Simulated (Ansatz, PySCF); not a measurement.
This PySCF input computes a BLYP/def2-TZVPD energy:

```python
from pyscf import gto, scf, dft

mol = gto.M(
    atom='''
    Si   -0.11664227    0.17017934   -0.62910412
    C     1.29929352   -1.06519131   -0.07432636
    C    -1.47990699   -0.54861409    0.58070516
    F     0.36030088    1.48467354    0.35784514
    H     1.06993361   -2.08215133   -0.41882258
    H     2.26705547   -0.78805029   -0.50729191
    H     1.41140663   -1.09215294    1.01926063
    H    -2.38040697    0.07578564    0.58807144
    H    -1.78423190   -1.55164017    0.25387748
    H    -1.10979216   -0.62353117    1.61348356
    ''',
    basis='def2-tzvpd',
    charge=-1,
    spin=0,
    verbose=4,
)

mf = dft.RKS(mol, xc='blyp').density_fit(auxbasis='def2-universal-jkfit')
mf.grids.level = 3
mf.conv_tol = 1e-9
mf.max_cycle = 100
mf.max_memory = 1500
mf.kernel()
if not mf.converged:
    mf = mf.newton()
    mf.kernel(mf.make_rdm1())
mf.analyze()
```

**Question.** Write an input for the same energy in Ansatz (an electronic-structure program) and say what it gives.

**Answer.** 
Ansatz 0.2 input:
```yaml
crystal:
  periodic: [false, false, false]
  atoms:
    - {symbol: Si, position_ang: [-0.11664227, 0.17017934, -0.62910412]}
    - {symbol: C, position_ang: [1.29929352, -1.06519131, -0.07432636]}
    - {symbol: C, position_ang: [-1.47990699, -0.54861409, 0.58070516]}
    - {symbol: F, position_ang: [0.36030088, 1.48467354, 0.35784514]}
    - {symbol: H, position_ang: [1.06993361, -2.08215133, -0.41882258]}
    - {symbol: H, position_ang: [2.26705547, -0.78805029, -0.50729191]}
    - {symbol: H, position_ang: [1.41140663, -1.09215294, 1.01926063]}
    - {symbol: H, position_ang: [-2.38040697, 0.07578564, 0.58807144]}
    - {symbol: H, position_ang: [-1.78423190, -1.55164017, 0.25387748]}
    - {symbol: H, position_ang: [-1.10979216, -0.62353117, 1.61348356]}
basis:
  gaussian:
    orbitals: def2-TZVPD
hamiltonian:
  xc: {name: BLYP}
total_charge: -1
output: {forces: true}
```
It gives -469.25990 Eh, and PySCF -469.26004 Eh, a difference of 0.14 mEh, from the treatment of integrals and grids.

It need not be the lowest isomer of its formula. Whether it binds its extra electron was not tested at this geometry.
